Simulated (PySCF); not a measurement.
**Electron correlation in Fe³⁺ (iron, charge +3)**

[Ar] 3d5, high-spin 6S determinant. Calculation: PySCF 2.14, in x2c-TZVPPall with one added diffuse shell each of s, p, d, f type (7s6p5d3f1g, 80 functions); scalar relativity by spin-free X2C-1e. Frozen: [Ne]; 13 electrons correlated.

MP2 pair energies summed by pair of shells (mhartree):

```
 pair   energy  share (%)
3p-3d  -167.68       45.7
3p-3p   -72.61       19.8
3d-3d   -64.04       17.5
3s-3p   -30.76        8.4
3s-3d   -27.83        7.6
3s-3s    -3.99        1.1
```

Total MP2 correlation energy: -366.90 mhartree.

Same-spin part -133.51 and opposite-spin part -233.39 mhartree; SCS-MP2 scales them by 1/3 and 6/5 to -324.57 mhartree.

This basis was not built for core-valence correlation, so the inner-shell part is incomplete.
